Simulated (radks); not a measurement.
Ru+, 43 electrons, occupied as [Kr] 4d6 7s1 (not the ground configuration). Calculated with a radial shooting solver on a logarithmic mesh with Libxc functionals: scalar-relativistic Kohn-Sham, PBE, spin-polarised, spherical densities, finite nucleus; open shells are filled with parallel spins first (spin-orbit coupling, left out, can overturn this in heavy ions); Fermi nuclear charge, rms radius 4.4809 fm.

X-ray form factor f0, the Fourier transform of the density (f0(0) = 43):

sin(theta)/lambda (1/angstrom)  f0 (electrons)
0.05                                    41.423
0.1                                     39.939
0.15                                    37.620
0.2                                     35.067
0.25                                    32.441
0.3                                     29.966
0.4                                     25.816
0.5                                     22.724
0.6                                     20.402
0.8                                     16.900
1                                       13.954
1.25                                    10.818
1.5                                      8.514
2                                        6.095
